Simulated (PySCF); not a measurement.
Ga(Me)2(NH2) (C2H8GaN), SMILES [CH3][Ga]([NH2])[CH3]. Atoms are numbered in the order given.

```xyz
12

Ga     0.0018     0.0036     0.0238
C     -1.3965    -1.3741    -0.2345
H     -1.3528    -1.7812    -1.2579
H     -2.3989    -0.9354    -0.1011
H     -1.2864    -2.2082     0.4752
C      0.2012     1.6687    -1.0286
H      0.3435     1.4352    -2.0965
H      1.0587     2.2689    -0.6880
H     -0.7082     2.2866    -0.9488
N      1.2195    -0.2881     1.3564
H      1.9799     0.3431     1.5875
H      1.2225    -1.1016     1.9631
```
Charge 0, spin multiplicity 1.

The structure is a stationary point at B3LYP-D3(BJ)/def2-SVP. The isomer is the one that the SMILES or the coordinates give; other isomers of the formula were not compared. One conformer was computed; it need not be the lowest.

Calculation: PySCF with CAM-B3LYP/def2-TZVP.

Atomic charges (e):

| atom | Mulliken | Löwdin | meta-Löwdin |
|---|---|---|---|
| Ga1 | 0.50 | 0.25 | 0.65 |
| C2 | -0.55 | -0.50 | -0.57 |
| H3 | 0.13 | 0.13 | 0.12 |
| H4 | 0.13 | 0.13 | 0.12 |
| H5 | 0.13 | 0.13 | 0.12 |
| C6 | -0.55 | -0.50 | -0.57 |
| H7 | 0.13 | 0.13 | 0.12 |
| H8 | 0.13 | 0.13 | 0.12 |
| H9 | 0.13 | 0.13 | 0.12 |
| N10 | -0.63 | -0.31 | -0.67 |
| H11 | 0.22 | 0.15 | 0.22 |
| H12 | 0.22 | 0.15 | 0.22 |
